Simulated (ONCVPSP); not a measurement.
**Configuration tests for Ag (ONCV)**

silver (Ag), optimised norm-conserving Vanderbilt (ONCV), made with ONCVPSP 4.0.1 (PBEsol, scalar-relativistic). Core [Ar] 3d10, reference 4s2 4p6 4d10 5s1. Waves: 4s+5s: rc 1.40 bohr, ncon 4, nbas 8, qcut 11.3 1/bohr, 2 projectors; 4p: rc 1.55 bohr, ncon 4, nbas 8, qcut 8.3 1/bohr, 2 projectors, debl 1.4 Ha; 4d: rc 1.85 bohr, ncon 3, nbas 7, qcut 9.5 1/bohr, 2 projectors, debl 2.7 Ha. Local part: polynomial inside 1.20 bohr (lpopt 3, dvloc0 4 Ha). Core correction: Teter function, fcfact 5, rcfact 1.6.

In the p channel the program set the typed energies aside and used -2.150, 0.250 Ha.

Energies are relative to the spin-unpolarised reference configuration 4s2 4p6 4d10 5s1; without spin polarisation the order of configurations can differ from experiment.

| valence configuration | charge | ΔE all-electron (eV) | error AE − PS (meV) |
| --- | --- | --- | --- |
| 4s2 4p6 4d10 5s0 | +1 | 7.746 | -0.9 |
| 4s1 4p6 4d10 5s1 | +1 | 101.973 | -124 |

Problem. What are ΔE and the potential's error for 4s2 4p6 4d8 5s0?

Solution. ΔE = 66.042 eV all-electron; the error (AE − PS) is +7.2 meV.

Problem. What are ΔE and the potential's error for 4s2 4p6 4d9 5s0?

Solution. ΔE = 29.860 eV all-electron; the error (AE − PS) is -2.6 meV.
